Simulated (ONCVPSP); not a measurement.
Varying the ONCV potential for cobalt

Base potential:

- Element: Co
- Generator: ONCVPSP 4.0.1
- Type: optimised norm-conserving Vanderbilt (ONCV)
- Functional: PBE
- Relativity: scalar-relativistic
- Frozen core: [Ar]
- Valence charge: 9
- Reference configuration: 3d7 4s2
- Partial waves: 4s: rc 2.40 bohr, ncon 4, nbas 8, qcut 2.9 1/bohr, 2 projectors, debl 3.3 Ha; p scattering state at 0.23 Ha: rc 2.55 bohr, ncon 5, nbas 8, qcut 3 1/bohr, 1 projector; 3d: rc 1.35 bohr, ncon 4, nbas 7, qcut 14.1 1/bohr, 1 projector
- Local potential: polynomial inside 1.20 bohr (lpopt 5, dvloc0 0 Ha)
- Core correction: Teter function, fcfact 5.75, rcfact 1.2

In the p channel the program set the typed energies aside and used 0.050 Ha.

Cutoffs, loose and tight: the cutoffs (Ha) at which the residual kinetic energy of the hardest occupied pseudo-wave falls to 1 and 0.1 mHa per electron. They do not see the model core or the augmentation charge, which bear on the density cutoff. Test errors are all-electron minus pseudo excitation energies from the reference, over the configurations 3d7 4s1; 3d7 4s0; 3d6 4s0; 3d8 4s0. A dash means not determined; rows that change the core or the reference have their own tests.

| change | outcome | cutoff, loose | cutoff, tight | bound ghosts | GHOST(+) flags above zero | largest test error (meV) |
| --- | --- | --- | --- | --- | --- | --- |
| base | generated, projector energies reset by the program | 64 Ha | 73 Ha | none | s, p | -151 |
| core correction Teter function, fcfact 5.75, rcfact 1.02 | generated, projector energies reset by the program | 64 Ha | 73 Ha | none | s, p | -134 |
| core correction Teter function, fcfact 5.75, rcfact 1.12 | generated, projector energies reset by the program | 64 Ha | 73 Ha | none | s, p | -142 |
| core correction Teter function, fcfact 5.75, rcfact 1.54 | generated, projector energies reset by the program | 64 Ha | 73 Ha | none | s, p | -588 |
| core correction Teter function, fcfact 5.75, rcfact 1.72 | generated, projector energies reset by the program | 64 Ha | 73 Ha | none | s, p | -971 |
| core correction Teter function, fcfact 5.75, rcfact 1.82 | generated, projector energies reset by the program | 64 Ha | 73 Ha | none | s, p | -1186 |
| core correction Teter function, fcfact 5.75, rcfact 1.98 | generated, projector energies reset by the program | 64 Ha | 73 Ha | none | s, p | -1513 |

Problem. What comes out with this change to the base: core correction Teter function, fcfact 5.75, rcfact 1.3?

Solution. outcome: generated, projector energies reset by the program; cutoff, loose: 64 Ha; cutoff, tight: 73 Ha; bound ghosts: none; GHOST(+) flags above zero: s, p; largest test error (meV): -168.

Reading the sweep of the rcfact (base included, trends over the rows without a ghost): The loose cutoff stays near 64 Ha. The median size of the test errors (rows with all tests solved) rises from 58.2 meV at 1.02 to 644.9 meV at 1.98, with one reversal.
